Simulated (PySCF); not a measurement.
Structure with atom numbers: `[N:1]#[C:2][c:3]1[cH:4][cH:5][c:6]([F:7])[cH:8][cH:9]1`; H(Xn) means a hydrogen on atom n.

GIAO PBE0/pcSseg-1 shifts (PySCF 2.14.0 with density-fitted response routines, gas phase, non-relativistic, equivalent atoms averaged), each against references optimised in the same way as the molecule (NH3, TMS, CFCl3).

On the GFN2-xTB geometry: N1 316.0, C6 175.1, C4/C9 142.4, C2 123.7, C5/C8 122.5, C3 113.2, F7 -103.1, H(C4)/H(C9) 8.00, H(C5)/H(C8) 7.46 ppm.

**Question.** What changes on the PBE0-D3(BJ)/def2-SVP geometry?

**Answer.** 
```tsv
atoms	δ (ppm)	change
N1	320.2	+4.2
C6	172.2	-2.9
C4/C9	141.8	-0.6
C2	123.5	-0.2
C5/C8	121.5	-1.0
C3	113.3	+0.1
F7	-98.8	+4.3
H(C4)/H(C9)	7.76	-0.24
H(C5)/H(C8)	7.23	-0.23
```

Unscaled 19F shifts against computed CFCl3 carry errors that often reach 10 to 50 ppm.

Bonds between heavy atoms that differ most (equivalent bonds averaged): C6–F7 1.344 → 1.326 Å, C2–C3 1.415 → 1.431 Å, N1–C2 1.146 → 1.159 Å, C4–C5 1.381 → 1.389 Å, C3–C4 1.396 → 1.403 Å. Mean change of bonds to hydrogen: C–H +0.012 Å.
